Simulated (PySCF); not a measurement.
Exercise with solution: chemical shift, span and skew from a shielding tensor

C5H7F, SMILES C/C=C/C=C\F. Atoms are numbered in the order given.

```xyz
13

C     -0.4398     2.8928     0.0000
C      0.4200     1.6685     0.0000
C     -0.0347     0.4020     0.0000
C      0.8227    -0.7716     0.0000
C      0.3871    -2.0383     0.0000
F     -0.9190    -2.3452     0.0000
H     -1.5106     2.6378     0.0000
H     -0.2374     3.5243    -0.8834
H     -0.2374     3.5243     0.8834
H      1.5058     1.8328     0.0000
H     -1.1147     0.2188     0.0000
H      1.9071    -0.6275     0.0000
H      1.0269    -2.9244     0.0000
```
Charge 0, spin multiplicity 1.

Coordinates come from a B3LYP-D3(BJ)/def2-SVP optimisation. The structure was generated by enumeration; whether it is a known compound was not checked. One conformer was computed; it need not be the lowest.

GIAO shieldings from PySCF with PBE/pcSseg-1, non-relativistic, no solvent. The symmetric part of the tensor of C1 has the principal values 142.2, 148.5, 179.9 ppm. The same nucleus in TMS has σ = 182.0 ppm at this level (PySCF, at its B3LYP-D3(BJ)/def2-TZVP geometry).

Q: Work out the isotropic shielding, the ¹³C shift against TMS, the span and the skew.

A: 
σ(iso) = (σ11 + σ22 + σ33)/3 = 156.9 ppm. δ = σ(ref) − σ(iso) = 182.0 − (156.9) = 25.1 ppm.
Span Ω = σ33 − σ11 = 37.7 ppm. Skew κ = 3(σ(iso) − σ22)/Ω = 0.67. Tumbling in solution averages the tensor to δ; in a static solid the shielding alone would spread this spin-1/2 line over Ω.
